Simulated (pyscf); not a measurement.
**HS–GeH(Cl)–Cl, singlet**

Gas-phase minimum from PySCF at ωB97X-D3(BJ)/def2-SVP, one conformer. 

```xyz
6

S      1.9664    -0.1667    -0.1968
Ge    -0.0669     0.6465    -0.2503
Cl     0.0223     2.3193    -1.5748
Cl    -1.4124    -0.8058    -1.0710
H      1.5978    -1.2487     0.5190
H     -0.6313     1.0928     1.0947
```
Charge 0, spin multiplicity 1.

Bonded distances (Å): S1–Ge2 2.191, S1–H5 1.349, Ge2–Cl3 2.136, Ge2–Cl4 2.143, Ge2–H6 1.525. Angles (°): Ge2–S1–H5 93.3, S1–Ge2–Cl3 105.5, S1–Ge2–Cl4 109.9, S1–Ge2–H6 115.5, Cl3–Ge2–Cl4 108.6, Cl3–Ge2–H6 109.5, Cl4–Ge2–H6 107.7.

Properties at ωB97X-D3(BJ)/def2-SVP:

```json
{
  "harmonic_wavenumbers_unscaled": "86, 136, 164, 176, 420, 457, 464, 704, 746, 786, 2240, 2753 cm⁻¹",
  "zero_point_energy": "13.1 kcal/mol",
  "rotational_symmetry_number": "1",
  "Entropy of this conformer at 298 K and 1 atm, rigid rotor and harmonic oscillator, modes under 100 cm⁻¹ raised to 100": "352.8 J/(mol K)",
  "dipole_moment": "2.21 D"
}
```

Single-point totals, which compare only within one level (frozen core for MP2 and CC):

```csv
level,total energy (hartree)
ωB97X-D3(BJ)/def2-TZVP,-3396.93978
PBE/def2-TZVP,-3396.08922
r²SCAN/def2-TZVP,-3396.85920
B3LYP-D3(BJ)/def2-TZVP,-3397.05761
PBE0-D3(BJ)/def2-TZVP,-3396.25854
M06-2X/def2-TZVP,-3396.91316
ωB97M-D3(BJ)/def2-TZVP,-3397.12269
HF/def2-TZVPP,-3393.22249
MP2/def2-TZVPP,-3394.02450
CCSD/def2-TZVPP,-3394.07206
CCSD(T)/def2-TZVPP,-3394.10898
```

Soft torsions are taken as harmonic, which can shift the entropy by several J/(mol K). The CCSD(T) − MP2 part came from Ansatz, without density fitting, on the same reference. The frozen core leaves the outer d or s,p core shells of the metals and heavy elements correlated in the MP2 and CC values, and def2-TZVPP describes them poorly, so these totals are far from the basis limit. Elements up to Kr have no core potential and no relativistic terms here.
